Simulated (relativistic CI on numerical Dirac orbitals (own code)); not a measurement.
**Cr5+ in a cubic cluster: 3p photoemission with charge transfer**

Computed with a charge-transfer multiplet model of a cubic metal-ligand cluster with up to 2 ligand holes, Slater and spin-orbit integrals from Dirac-Coulomb-Breit ions, Slater integrals scaled by 0.9. The parameters are those of a tetrahedral site (10Dq negative, t2 hopping the larger). The ground state mixes d1 with configurations of k ligand holes L, whose averages lie at kΔ + k(k − 1)U_dd/2; a core hole lowers each added d electron by U_cd. 20 K, Lorentzian 0.9 eV and Gaussian 0.8 eV FWHM.

Atomic integrals in eV (Slater integrals scaled, ζ unscaled), ground: F2dd 10.549, F4dd 6.644, zeta_d 0.045; with the core hole: F2dd 10.549, F4dd 6.644, zeta_d 0.049, zeta_core 0.782, F2cd 12.227, G1cd 14.825, G3cd 9.275. Where a configuration has fewer than two d electrons, the dd integrals are those of d2.

Cluster parameters (eV): Δ = -0.5, U_cd = 5.9, 10Dq = -0.5, 10Dq(ligand) = 0, V(eg) = 1.02, V(t2g) = -1.74, final-state hopping factor = 1.

| Case | n_d | d1 | d2L | d3L2 | S |
| --- | --- | --- | --- | --- | --- |
| U_dd = 2.6 eV | 2.10 | 0.18 | 0.55 | 0.28 | 0.50 |
| U_dd = 4.7 eV | 1.99 | 0.21 | 0.58 | 0.20 | 0.50 |
| U_dd = 6.8 eV | 1.90 | 0.25 | 0.60 | 0.15 | 0.50 |

Weights, n_d and S are thermal averages at 20 K. Binding energies count from the first peak over 30 % of the highest in each spectrum, which can be another peak from case to case. The parameters are a model scan and need not match a compound or its usual spin state. Peaks in eV (height, largest 100):
- U_dd = 2.6 eV: 0.0 (100), 1.3 (86), 2.5 (88), 6.7 (57), 10.3 (18), 15.1 (34), 18.7 (11), 21.3 (11), 22.6 (11), 25.4 (8)
- U_dd = 4.7 eV: 0.0 (100), 1.8 (85), 3.1 (85), 6.9 (49), 13.9 (28), 14.9 (28), 19.2 (11), 20.7 (10), 23.2 (10), 26.1 (5)
- U_dd = 6.8 eV: 0.0 (100), 2.1 (88), 3.5 (83), 14.3 (26), 19.7 (11), 22.8 (8)

For the case U_dd = 4.7 eV, Δ = -0.5 eV is smaller than U_dd = 4.7 eV, the charge-transfer side of the Zaanen-Sawatzky-Allen scheme (negative Δ: between configuration averages a ligand hole costs less than the nominal valence; multiplet and field energies can change this for the lowest states). With the core hole the average of the configuration with one ligand hole lies at Δ − U_cd = -6.4 eV before mixing: it lies below the unscreened one, so the lowest final states are mostly screened and the unscreened weight appears at higher binding energy as a satellite.

With at most 2 ligand holes the space is cut while the next configuration still counts, so covalency is underestimated, and a final configuration with one more ligand hole, which can lie low, is missing from the spectra.
